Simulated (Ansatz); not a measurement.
Isomers of LiSn19H28 (doublet), relaxed with PBE-D4/def2-SVP; total energies from Ansatz at PBE0-D4/def2-SVP.

| isomer | description | energy (Eh) |
| --- | --- | --- |
| A | point group not assigned; 24 × Sn–Sn 2.82 to 2.98 Å; 1 × Li–Sn 3.13 Å; 28 × H–Sn 1.74 to 1.81 Å; 3 × H–Li 1.84 to 1.89 Å | -4096.53963 |
| B | point group not assigned; 24 × Sn–Sn 2.81 to 3.03 Å; 28 × H–Sn 1.74 to 1.83 Å; 3 × H–Li 1.83 to 1.85 Å | -4096.54009 |

In the def2 sets Sn takes a core potential; there is no spin–orbit coupling. Single mean-field runs in def2-SVP are fitted with def2-universal-jkfit.

**Question.** Work out the relative energies (1 Eh = 2625.5 kJ/mol) and the Boltzmann populations at 500 K from electronic energies alone (R = 8.314 J/mol/K).

**Answer.** ΔE: A 1.2, B 0.0 kJ/mol. RT = 4.16 kJ/mol. Factors exp(−ΔE/RT): A 0.749, B 1; sum 1.749. Populations: A 42.8 %, B 57.2 %. Zero-point energy, vibrational entropy and symmetry numbers are left out and can shift these; an error of 4 kJ/mol changes a ratio by a factor of 2.6. Over the other density-functional and correlated levels in def2 sets, the gap between B and A ranges from 2 to 4 kJ/mol.
